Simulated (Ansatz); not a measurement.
This geometry of C₂H₈FNOSi (14 atoms, charge 0, multiplicity 1) is a first-order saddle point.

These are results of RKS B3LYP-D4/def2-SVP in Ansatz 0.2.0, not measurements.

```xyz
14
Properties=species:S:1:pos:R:3
N 0.871 -2.260 0.208
C 0.211 -1.084 0.802
Si -0.382 0.177 -0.469
O 0.894 0.359 -1.543
C -0.816 1.858 0.311
F 0.319 2.351 0.962
H 0.207 -2.785 -0.364
H 1.600 -1.947 -0.435
H -0.622 -1.418 1.447
H 0.920 -0.578 1.482
H -1.589 -0.322 -1.199
H 1.154 1.255 -1.785
H -1.145 2.604 -0.436
H -1.637 1.761 1.047
```

Task: Which two structures does it join? (They come from a converged band through this point; their orientation in space is the band's.)

Result: No bond is made or broken. The dihedral C5–Si3–O4–H12 goes from -70 to 42°.

Image 0:

```xyz
14
Properties=species:S:1:pos:R:3
N 0.877 -2.246 0.189
C 0.253 -1.054 0.784
Si -0.336 0.237 -0.456
O 0.972 0.434 -1.484
C -0.806 1.856 0.427
F 0.229 2.219 1.290
H 0.199 -2.752 -0.382
H 1.613 -1.952 -0.456
H -0.579 -1.364 1.442
H 0.977 -0.561 1.456
H -1.539 -0.208 -1.235
H 0.854 0.947 -2.291
H -0.994 2.692 -0.274
H -1.732 1.722 1.019
```

Image 8:

```xyz
14
Properties=species:S:1:pos:R:3
N 0.819 -2.255 0.184
C 0.190 -1.058 0.771
Si -0.392 0.196 -0.519
O 0.854 0.481 -1.606
C -0.869 1.852 0.289
F 0.304 2.344 0.888
H 0.133 -2.781 -0.358
H 1.532 -1.968 -0.489
H -0.645 -1.369 1.424
H 0.912 -0.564 1.448
H -1.519 -0.350 -1.326
H 1.539 1.089 -1.301
H -1.223 2.598 -0.445
H -1.648 1.756 1.067
```

Task: How far does it lie above each of them?

Result: 2.4 kJ/mol above the first and 2.8 kJ/mol above the second. This is the barrier of this one path; another mechanism may lie lower.

The run took 2.9 min on 2 threads of Intel(R) Xeon(R) Platinum 8488C (Sapphire Rapids), on a shared host, peak memory 0.34 GiB.
